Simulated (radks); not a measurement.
Values are calculated unless marked as measured or tabulated.
Task: The mean radii <r> (bohr) of the occupied orbitals of an atom or ion are listed with their occupations. Code: a radial shooting solver on a logarithmic mesh with Libxc functionals. Model: scalar-relativistic Kohn-Sham, SCAN, spin-polarised, spherical densities, finite nucleus; meta-GGA in the generalised Kohn-Sham scheme; Fermi nuclear charge, rms radius of each element as measured or else 0.836 A^(1/3) + 0.57 fm.

| orbital | occ. | <r> |
|---|---|---|
| 1s up | 1 | 0.09098 |
| 1s down | 1 | 0.09084 |
| 2s up | 1 | 0.4321 |
| 2s down | 1 | 0.4336 |
| 2p up | 3 | 0.3917 |
| 2p down | 2 | 0.3943 |
| 3s up | 1 | 1.357 |
| 3s down | 1 | 1.386 |
| 3p up | 3 | 1.465 |
| 3d up | 1 | 1.801 |

Name the element and its charge. Open shells, if any, are filled with parallel spins first.

Result: Z = 17, chlorine, charge +2: Cl2+ in [He] 2s2 2p5 3s2 3p3 3d1. The 1s radius gives Z: for a bare nucleus <r> = (2 gamma + 1)/(2Z) with gamma = sqrt(1 - (Z/c)^2), 0.08778 bohr for Z = 17, and screening makes it slightly larger (0.09098 here). The occupations add up to 15, and the charge is Z minus that.
